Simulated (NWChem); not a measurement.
System: SiHCl$_{2}$F; SMILES F[SiH](Cl)Cl

The following NWChem deck was run.

```
start job
memory heap 200 mb stack 900 mb global 1100 mb
geometry units angstroms noautosym nocenter noautoz
  Si     0.386173     0.412825     0.000000
  F      1.787395    -0.376940     0.000000
  Cl    -0.647567    -0.132842     1.669091
  Cl    -0.647567    -0.132842    -1.669091
  H      0.649984     1.862466     0.000000
end
basis spherical
  Si library def2-svp
  F library def2-svp
  Cl library def2-svp
  H library def2-svp
end
dft
  xc b3lyp
  iterations 150
end
property
  response 1 0.0773
end
task dft property
```

All runs use the structure optimised with PBE0/def2-SVP. B3LYP is NWChem's, with the RPA form of VWN correlation.

Field at 589 nm.

Q: Give the results of this calculation. (B3LYP/def2-SVP.) Quantities: isotropic polarisability (bohr³); anisotropy (bohr³).

A: 
```
Quantity                          Result
--------------------------------  ------
isotropic polarisability (bohr³)    36.6
anisotropy (bohr³)                  14.8
```
